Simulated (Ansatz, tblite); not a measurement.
Removing an electron: the cluster Li6H6⁻. Charge -1, multiplicity 2. Geometry: r2SCAN-D4/def2-TZVPD. Ansatz, gas phase; energy differences of separate SCF runs; the oxidised species is a singlet (the triplet lies 4.49 eV higher at PBE0-D4/def2-TZVPD).

```xyz
12

Li   -0.3938    1.3066   -0.2512
Li    0.7642   -0.1618   -2.0361
Li   -0.7621    0.1592    2.0336
Li   -1.5526   -0.7294   -1.3410
Li    0.3963   -1.3075    0.2512
Li    1.5563    0.7268    1.3436
H     0.8006   -0.8110    2.0171
H    -0.0295   -1.7428   -1.5258
H    -1.3317   -0.3242    0.3977
H     0.0285    1.7448    1.5240
H     1.3259    0.3259   -0.3969
H    -0.8021    0.8134   -2.0161
```

The xTB rows come from tblite. The structure comes from a short search, and lower isomers may exist.

**Question.** Estimate orbital energies and vertical ionisation energies at: GFN1-xTB; PBE-D4/def2-TZVPD; r2SCAN-D4/def2-TZVPD; PBE0-D4/def2-TZVPD.

**Answer.** 
| level | −HOMO (eV) | vertical IE (eV) | −LUMO (eV) | HOMO–LUMO gap (eV) | remarks |
| --- | --- | --- | --- | --- | --- |
| GFN1-xTB | – | 4.32 | – | – | – |
| PBE-D4/def2-TZVPD | -0.96 | 0.15 | -1.18 | 0.21 | HOMO above zero (-1 doublet) |
| r2SCAN-D4/def2-TZVPD | -0.99 | -0.06 | -1.22 | 0.23 | HOMO above zero (-1 doublet) |
| PBE0-D4/def2-TZVPD | -0.77 | 0.03 | -1.39 | 0.63 | HOMO above zero (-1 doublet) |

  A HOMO above zero means that the electron is unbound at that level or that self-interaction error raises the level; the energy of removing that electron tells which. HOMO and LUMO are the levels of the spin that leaves or enters (xTB has no such levels and no spin-polarisation term). Other spin states of the ions may lie lower, which would lower the ionisation energy or raise the affinity. Raw xTB energy differences between charge states are shifted by several eV; the methods need an empirical correction for them.
